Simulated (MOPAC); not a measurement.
Input file for MOPAC: PM3 on C2H3Cl (a complex), monomers drawn apart or pushed together.

```
PM3 1SCF PRECISE CHARGE=0 THREADS=1
C2H3Cl

Cl    -0.11766468 1     0.53798936 1    -0.46653399 1
H     -0.12369245 1     0.34362504 1     0.81057930 1
C     -0.55122588 1    -0.38416351 1     2.79827622 1
C      0.29502352 1     0.45392993 1     2.92536671 1
H     -1.30256314 1    -1.12894456 1     2.68986425 1
H      1.04637789 1     1.19743060 1     3.04213425 1
```

The log:

```
*******************************************************************************
 **                                                                           **
 **                              MOPAC v23.2.5                                **
 **                                                                           **
 *******************************************************************************
 ** MOPAC's Digital Object Identifier: https://doi.org/10.5281/zenodo.6511958 **
 **                                                                           **
 ** Please cite the open-source release paper for use of this MOPAC version:  **
 ** J. E. Moussa and J. J. P. Stewart (2026)                                  **
 ** MOPAC: An open-source semiempirical molecular orbital program             **
 ** J. Open Source Softw., 11(119), 8025, https://doi.org/10.21105/joss.08025 **
 *******************************************************************************

                              PM3 CALCULATION RESULTS

 *******************************************************************************
 *  PM3        - The PM3 Hamiltonian to be used
 *
 *
 *
 *                 CHARGE ON SYSTEM = 0
 *
 *
 *
 *  PRECISE    - TIGHTER CRITERIA TO BE USED
 *  1SCF       - DO 1 SCF AND THEN STOP
 *  THREADS=1  - MULTI-THREADING NOT USED
 *  T=         - A TIME OF 172800.0 SECONDS REQUESTED
 *  DUMP=N     - RESTART FILE WRITTEN EVERY 7200.0 SECONDS REQUESTED
 *******************************************************************************
PM3 1SCF PRECISE CHARGE=0 THREADS=1
 C2H3Cl

   ATOM   CHEMICAL          X               Y               Z
  NUMBER   SYMBOL      (ANGSTROMS)     (ANGSTROMS)     (ANGSTROMS)

     1      Cl         -0.11766468  *   0.53798936  *  -0.46653399  *
     2       H         -0.12369245  *   0.34362504  *   0.81057930  *
     3       C         -0.55122588  *  -0.38416351  *   2.79827622  *
     4       C          0.29502352  *   0.45392993  *   2.92536671  *
     5       H         -1.30256314  *  -1.12894456  *   2.68986425  *
     6       H          1.04637789  *   1.19743060  *   3.04213425  *



          CARTESIAN COORDINATES

    NO.       ATOM           X           Y           Z

     1        Cl         -0.1177      0.5380     -0.4665
     2         H         -0.1237      0.3436      0.8106
     3         C         -0.5512     -0.3842      2.7983
     4         C          0.2950      0.4539      2.9254
     5         H         -1.3026     -1.1289      2.6899
     6         H          1.0464      1.1974      3.0421

  H: (PM3): J. J. P. STEWART, J. COMP. CHEM. 10, 209 (1989).
  C: (PM3): J. J. P. STEWART, J. COMP. CHEM. 10, 209 (1989).
 Cl: (PM3): J. J. P. STEWART, J. COMP. CHEM. 10, 209 (1989).

           Empirical Formula: C2 H3 Cl  =     6 atoms



      MOLECULAR POINT GROUP   :   C2v


      RHF CALCULATION, NO. OF DOUBLY OCCUPIED LEVELS = 9


 -------------------------------------------------------------------------------
 PM3 1SCF PRECISE CHARGE=0 THREADS=1
 C2H3Cl



     1SCF WAS SPECIFIED, SO BFGS WAS NOT USED
     SCF FIELD WAS ACHIEVED


                              PM3 CALCULATION
                                                       MOPAC v23.2.5 Linux




          FINAL HEAT OF FORMATION =         29.22868 KCAL/MOL =     122.29282 KJ/MOL


          COSMO AREA              =        104.95 SQUARE ANGSTROMS
          COSMO VOLUME            =         86.50 CUBIC ANGSTROMS

          IONIZATION POTENTIAL    =         10.912794 EV
          HOMO LUMO ENERGIES (EV) =        -10.913  1.267
          NO. OF FILLED LEVELS    =          9
          MOLECULAR WEIGHT        =         62.4987         POINT GROUP:  C2v

          MOLECULAR DIMENSIONS (Angstroms)

            Atom       Atom       Distance
            H     5   Cl     1     3.76105
            H     6    H     5     2.97937
            H     5    H     2     0.00052


          SCF CALCULATIONS        =          1





   ATOM   CHEMICAL          X               Y               Z
  NUMBER   SYMBOL      (ANGSTROMS)     (ANGSTROMS)     (ANGSTROMS)

     1      Cl         -0.11766468  *   0.53798936  *  -0.46653399  *
     2       H         -0.12369245  *   0.34362504  *   0.81057930  *
     3       C         -0.55122588  *  -0.38416351  *   2.79827622  *
     4       C          0.29502352  *   0.45392993  *   2.92536671  *
     5       H         -1.30256314  *  -1.12894456  *   2.68986425  *
     6       H          1.04637789  *   1.19743060  *   3.04213425  *

                             CARTESIAN COORDINATES

   1   Cl       -0.117664680     0.537989360    -0.466533990
   2    H       -0.123692450     0.343625040     0.810579300
   3    C       -0.551225880    -0.384163510     2.798276220
   4    C        0.295023520     0.453929930     2.925366710
   5    H       -1.302563140    -1.128944560     2.689864250
   6    H        1.046377890     1.197430600     3.042134250


           Empirical Formula: C2 H3 Cl  =     6 atoms



      MOLECULAR POINT GROUP   :   C2v


                  EIGENVALUES
 -55.42399 -32.22097 -20.11930 -17.13179 -14.91919 -12.15667 -11.86087 -10.91787
 -10.91279   1.26738   1.34964   1.72534   2.28595   3.65860   5.92809


              NET ATOMIC CHARGES AND DIPOLE CONTRIBUTIONS

  ATOM NO.   TYPE          CHARGE      No. of ELECS.   s-Pop       p-Pop
    1         Cl          -0.169304        7.1693     1.96839     5.20091
    2          H           0.139045        0.8610     0.86095
    3          C          -0.187011        4.1870     1.22627     2.96074
    4          C          -0.187015        4.1870     1.22628     2.96074
    5          H           0.202130        0.7979     0.79787
    6          H           0.202156        0.7978     0.79784
 DIPOLE           X         Y         Z       TOTAL
 POINT-CHG.    -0.005    -0.204     1.345     1.360
 HYBRID        -0.004    -0.111     0.731     0.740
 SUM           -0.009    -0.315     2.076     2.100


          ATOMIC ORBITAL ELECTRON POPULATIONS

     Atom    s        px        py        pz
    1 Cl   1.96839   1.99996   1.98188   1.21907
    2  H   0.86095
    3  C   1.22627   0.98632   0.98502   0.98939
    4  C   1.22628   0.98635   0.98766   0.98674
    5  H   0.79787
    6  H   0.79784

 **********************
 *                    *
 * JOB ENDED NORMALLY *
 *                    *
 **********************




 == MOPAC DONE ==
```

The run finished.

Cost: around 0.020 core-seconds (rough).
